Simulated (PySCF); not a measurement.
Si(H)(Me)(OH)(NH2) (CH7NOSi), SMILES C[SiH](N)O.

Geometry optimised at PBE-D3(BJ)/def2-SVP. This is a generated structure with no PubChem entry under its InChIKey; it may be hypothetical. The values are those of a single conformer.

All values below come from TDA-PBE/def2-SVPD (PySCF 2.14.0).

Vertical excitations. 

Computed lowest excited states:
```csv
state,energy (eV),λ (nm),f,main pairs
S1,5.88,211,0.048,HOMO→LUMO 99 %
S2,6.57,189,0.013,"HOMO→LUMO+1 77 %, HOMO→LUMO+2 12 %"
S3,6.61,188,0.013,"HOMO−1→LUMO 81 %, HOMO→LUMO+2 18 %"
S4,6.68,185,0.028,"HOMO→LUMO+2 69 %, HOMO→LUMO+1 18 %, HOMO−1→LUMO 11 %"
S5,7.30,170,0.001,HOMO−1→LUMO+1 91 %
S6,7.44,167,0.075,HOMO→LUMO+3 88 %
S7,7.52,165,0.036,"HOMO−1→LUMO+2 55 %, HOMO−2→LUMO 41 %"
S8,7.60,163,0.026,"HOMO−2→LUMO 47 %, HOMO−1→LUMO+2 33 %, HOMO→LUMO+4 18 %"
S9,7.71,161,0.056,HOMO→LUMO+4 77 %
S10,7.95,156,0.006,HOMO→LUMO+5 96 %
T1,5.60,221,0,HOMO→LUMO 99 %
T2,6.20,200,0,HOMO→LUMO+1 97 %
T3,6.45,192,0,HOMO−1→LUMO 98 %
T4,6.54,190,0,HOMO→LUMO+2 98 %
```
Triplets are in the Tamm–Dancoff approximation.
